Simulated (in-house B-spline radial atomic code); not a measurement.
Radial electron density of Pd⁸⁺, [Kr] 4d2. Computed with an all-electron radial atomic-structure program (B-spline basis): scalar-relativistic (X2C) BP86, spin-polarised, spherical fractional occupations, Fermi nucleus of rms radius 4.5318 fm.

One-electron X2C: radii and densities carry no picture-change correction, so inner-shell <1/r> comes out high (for 1s by about 2 % at Z = 33, 5 % at 54, 10 % at 75, 30 % at 118) and <r> low.

Columns: r (bohr), 4πr²n(r) (electrons per bohr), bar.

```
0.000942    1.481 #
 0.00114    2.024 #
 0.00139    2.791 ##
 0.00168    3.779 ##
 0.00204    5.128 ###
 0.00247    6.886 ####
   0.003    9.218 #####
 0.00364    12.21 #######
 0.00442       16 ##########
 0.00536    20.63 ############
  0.0065    26.16 ################
 0.00789    32.53 ###################
 0.00957    39.41 #######################
  0.0116    46.29 ############################
  0.0141    52.53 ###############################
  0.0171    57.07 ##################################
  0.0207    59.11 ###################################
  0.0251    58.34 ###################################
  0.0305    55.22 #################################
   0.037    51.59 ###############################
  0.0449    50.11 ##############################
  0.0545    53.12 ################################
  0.0661    60.71 ####################################
  0.0802    69.57 #########################################
  0.0972    73.98 ############################################
   0.118    69.85 ##########################################
   0.143    59.13 ###################################
   0.174    49.62 ##############################
   0.211    49.11 #############################
   0.256    55.59 #################################
    0.31    58.51 ###################################
   0.376    49.83 ##############################
   0.456     33.2 ####################
   0.553    19.66 ############
   0.671    14.93 #########
   0.815    14.87 #########
   0.988    12.98 ########
     1.2    8.178 #####
    1.45    3.649 ##
    1.76     1.08 #
    2.14   0.2051 
     2.6  0.02457 
    3.15 0.001804 
    3.82 6.73e-05
```

On this grid the curve has 3 maxima, near 0.0207, 0.0972, 0.31 bohr.

The 4p up radial function P(r) = rR(r), positive near the nucleus:

```csv
r (bohr),P
0.00139,0.001584
0.00204,0.003043
0.003,0.005917
0.00442,0.01157
0.0065,0.02246
0.00957,0.04306
0.0141,0.0805
0.0207,0.1432
0.0305,0.2384
0.0449,0.3532
0.0661,0.4294
0.0972,0.3474
0.174,-0.255
0.256,-0.6396
0.376,-0.3986
0.553,0.495
0.815,1.163
1.2,0.9048
1.76,0.2998
2.6,0.03292
```
